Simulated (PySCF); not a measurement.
Sn(H)2(Cl)(Me) (CH5ClSn), SMILES [SnH2]([CH3])[Cl]. Atoms are numbered in the order given.

```xyz
8

Sn     0.3641    -0.3314     0.0000
C     -1.3865    -1.5912     0.0000
Cl    -0.4387     1.9123     0.0000
H      1.3145    -0.4923    -1.4230
H      1.3145    -0.4923     1.4230
H     -1.9849    -1.3794     0.8968
H     -1.0852    -2.6491     0.0000
H     -1.9849    -1.3794    -0.8968
```

Geometry optimised at B3LYP-D3(BJ)/def2-SVP. The def2 effective core potentials stand for the cores of Sn; spin–orbit coupling is left out.

Calculation: PBE/def2-TZVPD (PySCF).

Mulliken values depend strongly on the basis, most of all with diffuse functions as here. ESP charges are fitted to the potential on shells at 1.4 to 2.0 van der Waals radii. Atomic charges (e):

| atom | ESP fit | Mulliken |
|---|---|---|
| Sn1 | ___ | 0.67 |
| C2 | -0.57 | -0.84 |
| Cl3 | -0.29 | -0.41 |
| H4 | ___ | -0.04 |
| H5 | ___ | -0.04 |
| H6 | ___ | 0.22 |
| H7 | ___ | 0.24 |
| H8 | ___ | 0.22 |

**Question.** What belongs in the gaps? (An estimate is asked for; the answer gives what the named calculation found.)

**Answer.** 
- Sn1, ESP fit: 0.52
- H4, ESP fit: -0.08
- H5, ESP fit: -0.08
- H6, ESP fit: 0.17
- H7, ESP fit: 0.17
- H8, ESP fit: 0.17
